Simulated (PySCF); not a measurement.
Species: C2H8SSeSi.
Numbering: `[CH3:1][S:2][SiH2:3][Se:4][CH3:5]` (hydrogens: H6, H7, H8 on C1; H9, H10 on Si3; H11, H12, H13 on C5)

Method: PBE0-D3(BJ)/def2-SVP geometry optimisation, gas phase in PySCF; density fitting, grid level 1; the optimiser is geomeTRIC in internal coordinates, started from a GFN2-xTB structure with every atom displaced at random (about 0.01 Å).

Step 2: E = -86235.7927 eV
```
atom  x, y, z in Å  |  force x, y, z in eV/Å
C1     -2.4997   -0.1788    0.3416    0.060  -0.032   0.028
S2     -1.7602   -0.7209   -1.2361    0.040  -0.009   0.047
Si3     0.2351    0.0265   -1.0558    0.004  -0.023  -0.007
Se4     1.0381   -0.4593    1.0247    0.034  -0.032  -0.052
C5      2.8393    0.2355    0.6810   -0.046   0.002   0.024
H6     -2.0038   -0.6594    1.1986   -0.021   0.045  -0.051
H7     -3.5465   -0.5090    0.3159   -0.019   0.027  -0.018
H8     -2.4681    0.9131    0.4580   -0.010   0.004  -0.011
H9      1.0394   -0.6571   -2.1131   -0.051  -0.017  -0.016
H10     0.3420    1.5014   -1.2958   -0.020   0.011   0.051
H11     3.3943    0.1371    1.6228    0.009   0.013  -0.006
H12     3.3358   -0.3577   -0.0980    0.006   0.011   0.004
H13     2.7991    1.2942    0.3919    0.014   0.000   0.007
```

Step 3: E = -86235.8229 eV
```
atom  x, y, z in Å  |  force x, y, z in eV/Å
C1     -2.4987   -0.1272    0.3269   -0.267   0.415  -0.405
S2     -1.7488   -0.8234   -1.1819   -0.016  -0.130   0.106
Si3     0.2455   -0.0919   -1.0443    0.017   0.028  -0.008
Se4     1.1842   -0.7254    0.9346   -0.089  -0.128   0.025
C5      2.8542    0.2555    0.6894   -0.034   0.254   0.103
H6     -2.0518   -0.5104    1.2400    0.253  -0.206   0.285
H7     -3.5562   -0.4190    0.2964   -0.028  -0.032   0.015
H8     -2.4491    0.9741    0.3254    0.028  -0.099   0.004
H9      0.9686   -0.6769   -2.2128   -0.029   0.024  -0.012
H10     0.2865    1.4017   -1.1343    0.063   0.027   0.004
H11     3.4433    0.1181    1.6064   -0.015  -0.029  -0.028
H12     3.4119   -0.1397   -0.1651    0.080  -0.035  -0.079
H13     2.6551    1.3301    0.5550    0.036  -0.088  -0.011
```

Step 4: E = -86235.8379 eV
```
atom  x, y, z in Å  |  force x, y, z in eV/Å
C1     -2.4745   -0.0749    0.3156   -0.276   0.404  -0.426
S2     -1.7428   -0.9183   -1.1238   -0.066  -0.113   0.074
Si3     0.2513   -0.1885   -1.0542    0.020   0.044   0.005
Se4     1.3064   -0.9307    0.8253   -0.110  -0.149   0.022
C5      2.8362    0.2728    0.7067   -0.012   0.262   0.130
H6     -2.0242   -0.3715    1.2589    0.245  -0.194   0.302
H7     -3.5376   -0.3478    0.3172   -0.018  -0.054   0.037
H8     -2.4096    1.0206    0.2039    0.035  -0.112   0.019
H9      0.8918   -0.6887   -2.3064    0.005   0.033   0.000
H10     0.2633    1.3085   -1.0266    0.074   0.022  -0.028
H11     3.4516    0.0987    1.6001   -0.015  -0.034  -0.034
H12     3.4290    0.0625   -0.1889    0.079  -0.018  -0.075
H13     2.5040    1.3229    0.7078    0.038  -0.090  -0.027
```

Task: Estimate the geometry and energy of step 5. (The exact step hangs on the optimiser's Hessian estimate; all steps are aligned on step 4, rigid shifts and turns removed.)

Result: E = -86235.8484 eV, largest force 0.211 eV/Å
```
atom  x, y, z in Å  |  force x, y, z in eV/Å
C1     -2.4403   -0.0426    0.3158   -0.096   0.154  -0.108
S2     -1.7521   -0.9566   -1.1013   -0.048  -0.044  -0.009
Si3     0.2500   -0.2381   -1.0855    0.010   0.026   0.017
Se4     1.3512   -1.0296    0.7479   -0.042  -0.057  -0.004
C5      2.7985    0.2854    0.7273   -0.005   0.109   0.062
H6     -1.9492   -0.3153    1.2558    0.081  -0.061   0.083
H7     -3.5042   -0.3087    0.3698    0.003  -0.035   0.023
H8     -2.3635    1.0442    0.1583    0.017  -0.047   0.012
H9      0.8466   -0.7050   -2.3712    0.010   0.016   0.004
H10     0.2785    1.2581   -1.0140    0.047   0.007  -0.031
H11     3.4145    0.0928    1.6158   -0.008  -0.021  -0.011
H12     3.4183    0.1742   -0.1706    0.024  -0.010  -0.021
H13     2.3964    1.3068    0.7875    0.008  -0.039  -0.016
```

The energy changes by -0.0105 eV. The first-order estimate −F·Δx gives -0.0163 eV and the mean of the old and new forces, exact on a quadratic surface, -0.0112 eV. The step makes an angle of 87° with the force vector and moves no atom by more than 0.135 Å.

The cost below is that of the whole optimisation. The run took 91 s wall on an Arm Neoverse V2 with one thread, no GPU, shared host, and the process peaked at 0.59 GiB of memory.
